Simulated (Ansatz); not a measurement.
Species: CH$_{4}$OSi$_{2}$, SMILES `C1=[SiH][SiH2]O1` (charge 0, multiplicity 1).

Problem. Give a relaxed geometry from B3LYP-D3(BJ)/def2-TZVP in Ansatz (a quantum-chemistry and plane-wave program).

Solution. the end point of this relaxation (outside a Z-matrix the atoms follow the SMILES, hydrogens last).
Bond lengths (Å): C1–Si2 1.816, C1–O4 1.352, C1–H5 1.089, Si2–Si3 2.334, Si2–H6 1.490, Si3–O4 1.738, Si3–H7 1.481, Si3–H8 1.477. Angles (°): Si2–C1–O4 110.6, Si2–C1–H5 135.4, O4–C1–H5 113.5, C1–Si2–Si3 67.1, C1–Si2–H6 110.6, Si3–Si2–H6 123.2, Si2–Si3–O4 78.5, Si2–Si3–H7 125.9, Si2–Si3–H8 119.9, O4–Si3–H7 109.6, O4–Si3–H8 107.0, H7–Si3–H8 108.7, C1–O4–Si3 97.3.
